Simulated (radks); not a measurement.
Q: The mean radii <r> (bohr) of the occupied orbitals of an atom or ion are listed with their occupations. Calculated with a radial shooting solver on a logarithmic mesh with Libxc functionals: scalar-relativistic Kohn-Sham, LDA (Slater exchange, VWN5 correlation), spin-polarised, spherical densities, finite nucleus; Fermi nuclear charge, rms radius of each element as measured or else 0.836 A^(1/3) + 0.57 fm.

orbital  occ.      <r>
1s down     1  0.06367
1s up       1  0.06367
2s up       1   0.2941
2s down     1   0.2936
2p up       3   0.2605
2p down     3   0.2599
3s up       1   0.9049
3s down     1   0.9074
3p up       3   0.9687
3p down     3   0.9739
3d up       5    1.380

Name the element and its charge. Open shells, if any, are filled with parallel spins first.

A: Z = 24, chromium, charge +1: Cr+ in [Ar] 3d5. The 1s radius gives Z: for a bare nucleus <r> = (2 gamma + 1)/(2Z) with gamma = sqrt(1 - (Z/c)^2), 0.06186 bohr for Z = 24, and screening makes it slightly larger (0.06367 here). The occupations add up to 23, and the charge is Z minus that.
